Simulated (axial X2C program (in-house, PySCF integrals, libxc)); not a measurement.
**Ionising CoP**

Computed with an axial X2C code built on PySCF integrals, spin-free (one-electron X2C) or two-component (2c: spin–orbit coupling with atomic mean-field Coulomb and Gaunt terms, which also bring small scalar terms), in Dyall basis sets with cores contracted in-house; open shells are unrestricted.

Basis sets: Co dyall-cv3z, P dyall-v3z.

```json
{"Hamiltonian": "spin-free", "level": "PBE0", "CoP state": "M_S = 2, Λ = 2", "Re (Å)": "2.096", "ωe (cm⁻¹)": "400.6", "De (eV)": "2.08"}
{"Hamiltonian": "2c", "level": "PBE0", "CoP state": "Ω = 4", "Re (Å)": "2.097", "ωe (cm⁻¹)": "400.5", "De (eV)": "n/a"}
```

Adiabatic ionisation energy (minimum to minimum, no zero-point term) and constants of CoP⁺:

```
Hamiltonian  level        CoP⁺ state  IE (eV)  Re (Å)  ωe (cm⁻¹)  De (eV)  fragments
  spin-free   PBE0  M_S = 1/2, Λ = 2     7.81   2.127      379.3     2.14    Co+ + P
         2c   PBE0           Ω = 5/2     7.81   2.127      379.0      n/a    Co+ + P
```

(1) Add the zero-point terms to the ionisation energy at PBE0, 2c, and say whether the electron removed was bonding.

Each entry is the lowest single determinant of a limited PBE0 search at one distance. De goes to single-determinant-based atoms at the same level (for ions the charge split of lowest energy) and is withheld (n/a) where an atom does not fit its ground term or J level. Main or longest-lived isotopes. One determinant is a doubtful description, or other states lie close, for CoP, CoP⁺; these need not be ground states, and all values refer to the states named. Some open-shell Ω = 0 determinants are out of reach, so the Ω given for CoP need not be the lowest component. With several unpaired electrons the Ω given is that of one determinant, not necessarily of the lowest component. The functionals have no current term, which raises determinants with orbital currents.

## Answers

(1) IE0 = IE + (ωe⁺ − ωe)/2 = 7.81 + (-0.001) = 7.81 eV. Re changes by 0.030 Å, so the bond lengthens, as on loss of a bonding electron.
